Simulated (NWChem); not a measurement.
System: hydrogen bromide (HBr); SMILES Br

Results from NWChem. Coordinates come from a PBE0/def2-SVP optimisation. Vertical excitations in the gas phase; the lowest state need not have the same character in each row.

```
level                                       lowest excitation, singlet (eV)  oscillator strength of that lowest state  lowest state with f > 0.02, singlet (eV)  oscillator strength of that bright state  lowest triplet (eV)  orbital gap (eV)
------------------------------------------  -------------------------------  ----------------------------------------  ----------------------------------------  ----------------------------------------  -------------------  ----------------
PBE/def2-SVPD, TDA                                                     6.43                                     0.019                                      8.43                                     0.099                 5.85              6.15
B3LYP/def2-SVPD, TDA                                             (withheld)                                     0.017                                (withheld)                                (withheld)                 5.94        (withheld)
LDA (Slater exchange, VWN5)/def2-SVPD, TDA                             6.47                                     0.021                                      6.47                                     0.021                 5.96              6.17
CAM-B3LYP/def2-SVPD, TDA                                               6.67                                     0.015                                      8.80                                     0.158                 6.04             10.59
```

Question: Fill in the missing entries.

Answer: 
- B3LYP/def2-SVPD, TDA, lowest excitation, singlet (eV): 6.54
- B3LYP/def2-SVPD, TDA, lowest state with f > 0.02, singlet (eV): 8.64
- B3LYP/def2-SVPD, TDA, oscillator strength of that bright state: 0.136
- B3LYP/def2-SVPD, TDA, orbital gap (eV): 7.76
